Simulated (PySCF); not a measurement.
**Threshold energies of InP in a plasma**

CCSD(T) in PySCF with def2-SVPD on every atom (core potentials on In), for the lowest determinant that a PBE0 search found; no spin–orbit coupling.

| species | state (unpaired electrons) | Re (Å) | ωe (cm⁻¹) | energy of the minimum from the neutral (eV) | De (eV) | dissociates to |
| --- | --- | --- | --- | --- | --- | --- |
| InP | triplet (π ↑↑) | 2.694 | 248 | 0.00 | 1.53 | In + P |
| InP⁺ | quartet (σ ↑, π ↑↑) | 3.203 | 87.4 | 6.70 | 0.29 | In⁺ + P |

Work out the lowest energy to break InP into atoms, from its vibrational ground state.

D0 = De − ωe/2 = 1.53 − 0.02 = 1.51 eV (CCSD(T)/def2-SVPD).

Work out the ionisation energy of the In atom at this level and the threshold of dissociative ionisation.

IE(In) = 6.70 + 0.29 − 1.53 = 5.46 eV, so In⁺ + P + e⁻ appears at D0 + IE(In) = 6.97 eV (CCSD(T)/def2-SVPD). The measured IE(In) is 5.786 eV (NIST ASD).

These are thermodynamic thresholds; the onsets seen under electron impact lie higher where the geometry changes, and cross-sections peak well above them.

Correlated steps freeze 9 core orbitals. Weak bonds: InP⁺. Basis-set superposition, not corrected here, can be much of De in a small basis, most of all at correlated wavefunction levels. These are scalar-relativistic numbers at best; spin–orbit coupling would shift them, the dissociation energy most. For an ion De counts to the pair picked by the measured ionisation energies or electron affinities, which need not be the lowest pair at this level. States were picked by a PBE0 search and need not be the measured ground states.
